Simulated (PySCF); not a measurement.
C4H7O2, doublet, at a GFN2-xTB geometry; M062X/3-21G (PySCF).

PySCF was given this input:
```python
from pyscf import gto, scf, dft

mol = gto.M(
    atom='''
C     2.03808546   -0.02374396    0.44977087
C     1.36904168    0.21242418   -0.83209906
O    -0.00176593   -0.27401931   -0.86901034
C    -0.76179058    0.01957514    0.18237362
C    -2.16946993   -0.48643755   -0.00846824
O    -0.36942001    0.61570237    1.15131265
H     2.45168114    0.78541232    1.01386328
H     2.01397120   -1.00413598    0.88465910
H     1.83135593   -0.34816588   -1.65651272
H     1.35380727    1.27771201   -1.08252519
H    -2.17785247   -1.31986617   -0.70358173
H    -2.77431590    0.32152721   -0.41601349
H    -2.58435942   -0.77685491    0.95222934
''',
    basis='3-21g',
    spin=1,
    verbose=4,
)

mf = dft.UKS(mol)
mf.xc = 'm062x'
mf.grids.prune = None
mf.kernel()
```

Question: Predict the main parts of the log of this PySCF run.

Answer: 
```
PySCF version 2.14.0

[INPUT] verbose = 4
[INPUT] num. atoms = 13
[INPUT] num. electrons = 47
[INPUT] charge = 0
[INPUT] spin (= nelec alpha-beta = 2S) = 1
[INPUT] symmetry False subgroup None
[INPUT] Mole.unit = angstrom
[INPUT] Symbol           X                Y                Z      unit          X                Y                Z       unit  Magmom
[INPUT]  1 C      2.038085460000  -0.023743960000   0.449770870000 AA    3.851423337858  -0.044869581513   0.849943763107 Bohr   0.0
[INPUT]  2 C      1.369041680000   0.212424180000  -0.832099060000 AA    2.587113828314   0.401423522435  -1.572439331908 Bohr   0.0
[INPUT]  3 O     -0.001765930000  -0.274019310000  -0.869010340000 AA   -0.003337124055  -0.517821448742  -1.642191542015 Bohr   0.0
[INPUT]  4 C     -0.761790580000   0.019575140000   0.182373620000 AA   -1.439575560474   0.036991653450   0.344636194146 Bohr   0.0
[INPUT]  5 C     -2.169469930000  -0.486437550000  -0.008468240000 AA   -4.099704003179  -0.919233746204  -0.016002654357 Bohr   0.0
[INPUT]  6 O     -0.369420010000   0.615702370000   1.151312650000 AA   -0.698102643834   1.163508853546   2.175665592247 Bohr   0.0
[INPUT]  7 H      2.451681140000   0.785412320000   1.013863280000 AA    4.633005899361   1.484214179659   1.915923926953 Bohr   0.0
[INPUT]  8 H      2.013971200000  -1.004135980000   0.884659100000 AA    3.805853990762  -1.897541994022   1.671763412604 Bohr   0.0
[INPUT]  9 H      1.831355930000  -0.348165880000  -1.656512720000 AA    3.460761144298  -0.657938159118  -3.130355362658 Bohr   0.0
[INPUT] 10 H      1.353807270000   1.277712010000  -1.082525190000 AA    2.558324965745   2.414525764968  -2.045676132043 Bohr   0.0
[INPUT] 11 H     -2.177852470000  -1.319866170000  -0.703581730000 AA   -4.115544708008  -2.494185582379  -1.329576775948 Bohr   0.0
[INPUT] 12 H     -2.774315900000   0.321527210000  -0.416013490000 AA   -5.242697234026   0.607598368496  -0.786151560224 Bohr   0.0
[INPUT] 13 H     -2.584359420000  -0.776854910000   0.952229340000 AA   -4.883731511240  -1.468043018424   1.799452660375 Bohr   0.0

nuclear repulsion = 241.192004991511
number of shells = 44
number of NR pGTOs = 111
number of NR cGTOs = 68
basis = 3-21g
ecp = {}

******** <class 'pyscf.dft.uks.UKS'> ********
method = UKS
initial guess = minao
damping factor = 0
level_shift factor = 0
DIIS = <class 'pyscf.scf.diis.CDIIS'>
diis_start_cycle = 1
diis_space = 8
diis_damp = 0
SCF conv_tol = 1e-09
SCF conv_tol_grad = None
SCF max_cycles = 50
direct_scf = True
direct_scf_tol = 1e-13
number electrons alpha = 24  beta = 23
XC library pyscf.dft.libxc version 7.1.2
    S. Lehtola, C. Steigemann, M. J. T. Oliveira, and M. A. L. Marques,  SoftwareX 7, 1–5 (2018)
XC functionals = m062x
    Y. Zhao and D. G. Truhlar,  Theor. Chem. Acc. 120, 215 (2008)
    Y. Zhao and D. G. Truhlar,  Theor. Chem. Acc. 120, 215 (2008)
radial grids:
    Treutler-Ahlrichs [JCP 102, 346 (1995); DOI:10.1063/1.469408] (M4) radial grids

becke partition: Becke, JCP 88, 2547 (1988); DOI:10.1063/1.454033
pruning grids: None
grids dens level: 3
symmetrized grids: False
atomic radii adjust function: <function treutler_atomic_radii_adjust>
small_rho_cutoff = 0
Set gradient conv threshold to 3.16228e-05
tot grids = 241600
init E= -306.033648564408

cycle= 1 E= -305.042325230922  delta_E= 0.991  |g|= 0.566  |ddm|= 2.45
cycle= 2 E= -304.930722269228  delta_E= 0.112  |g|= 0.843  |ddm|=  1.1
cycle= 3 E= -305.181461766248  delta_E= -0.251  |g|= 0.115  |ddm|= 0.707
cycle= 4 E= -305.186080720347  delta_E= -0.00462  |g|= 0.042  |ddm|= 0.112
cycle= 5 E= -305.186866068973  delta_E= -0.000785  |g|= 0.00872  |ddm|= 0.045
cycle= 6 E= -305.186924232112  delta_E= -5.82e-05  |g|= 0.0038  |ddm|= 0.0144
cycle= 7 E= -305.186938180307  delta_E= -1.39e-05  |g|= 0.000773  |ddm|= 0.00806
cycle= 8 E= -305.186938921845  delta_E= -7.42e-07  |g|= 0.000292  |ddm|= 0.00201
cycle= 9 E= -305.186938980446  delta_E= -5.86e-08  |g|= 8.45e-05  |ddm|= 0.000453
cycle= 10 E= -305.186938986925  delta_E= -6.48e-09  |g|= 2.2e-05  |ddm|= 0.000184
cycle= 11 E= -305.186938987363  delta_E= -4.38e-10  |g|= 9.22e-06  |ddm|= 4.57e-05
Extra cycle  E= -305.186938987429  delta_E= -6.62e-11  |g|= 8.06e-06  |ddm|= 1.95e-05
converged SCF energy = -305.186938987429  <S^2> = 0.75449007  2S+1 = 2.004485
```
